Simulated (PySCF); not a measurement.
Gas-phase reaction: HfF₄ + 2 I₂ → HfI₄ + 4 F

Energies from PySCF, thermal terms from the rigid-rotor harmonic-oscillator model, ideal gas at 1 bar. † marks an energy on the PBE0/def2-TZVP geometry and frequencies. Open shells (unrestricted): F (multiplicity 2); the rest are closed-shell singlets. Spin-orbit splitting is ignored; it lowers the true energy and changes the entropy of F. Hf, I: scalar-relativistic def2 core potential, no spin-orbit coupling.

PBE/def2-TZVP† gives ΔH°(298 K) = 1596 kJ.

Task: What do HF/def2-TZVP†, PBE0/def2-QZVP†, r2SCAN/def2-TZVP† give?

Result: HF/def2-TZVP†: 978 kJ; PBE0/def2-QZVP†: 1494 kJ; r2SCAN/def2-TZVP†: 1501 kJ. For scale, ΔH°(298 K) is 1596 kJ at this level, 1508 kJ at ωB97M-V/def2-TZVP†, and runs from 978 to 1815 kJ over the 16 levels computed.
